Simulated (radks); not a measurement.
Polarisability of the tungsten ion W+, [Xe] 4f14 5d4 6s1, at imaginary frequency. All-electron calculation, scalar-relativistic Kohn-Sham, LDA (Slater exchange, Perdew-Wang correlation), spin-polarised, spherical densities, finite nucleus; open shells are filled with parallel spins first (spin-orbit coupling, left out, can overturn this in heavy ions); Fermi nuclear charge, rms radius 5.3658 fm. Program: a radial shooting solver on a logarithmic mesh with Libxc functionals. Response by self-consistent Sternheimer equations with the Hartree and adiabatic LDA kernel, the relativistic mass of each level held fixed and spin-orbit coupling left out.

| w (hartree) | alpha1(iw) (bohr^3) |
|---|---|
| 0.00266 | 33.43 |
| 0.0143 | 33.35 |
| 0.0360 | 32.86 |
| 0.0697 | 31.41 |
| 0.118 | 28.36 |
| 0.186 | 23.64 |
| 0.280 | 18.17 |
| 0.413 | 13.15 |
| 0.605 | 9.121 |
| 0.892 | 6.059 |
| 1.35 | 3.789 |
| 2.12 | 2.151 |
| 3.59 | 1.049 |
| 6.94 | 0.4057 |
| 17.5 | 0.09989 |

Static values: alpha1 = 33.44 bohr^3 (4.955 angstrom^3; uncoupled 56.41). C6 = 285.1, triple-dipole C9 = 6466 atomic units. One-pole (London) frequency 4 C6 / (3 alpha1^2) = 0.340 hartree, against 0.474 for minus the highest occupied eigenvalue.
